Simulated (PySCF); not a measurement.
B₂F₃, SMILES F[B]B(F)F (connectivity only; charge and spin as stated), charge +1, multiplicity 1. Atoms are numbered in the order given.

```xyz
5

F      0.0000     0.0000    -2.3041
B      0.0000     0.0000    -1.0792
B      0.0000     0.0000     0.6985
F      0.0000     1.1596     1.2578
F      0.0000    -1.1596     1.2578
```
Charge +1, spin multiplicity 1.

The structure is a stationary point at ωB97X-D3(BJ)/def2-SVP. The spin state was assumed, not searched. The isomer is the one that the SMILES or the coordinates give; other isomers of the formula were not compared. Other conformers were not sampled.

All values below come from PBE/def2-TZVPD (PySCF).

The molecule is in vacuum.

The total energy is -348.81929 hartree and the point group is C2v. The highest occupied level is -16.25 eV and the lowest empty level comes out as -10.84 eV. The orbital gap comes out as 5.41 eV. The dipole moment about the centre of nuclear charge comes out as 3.42 D. The mean static polarisability is 25.0 bohr³ (3.70 Å³). The polarisability, principal values is 18.7, 24.8, 31.4 bohr³.
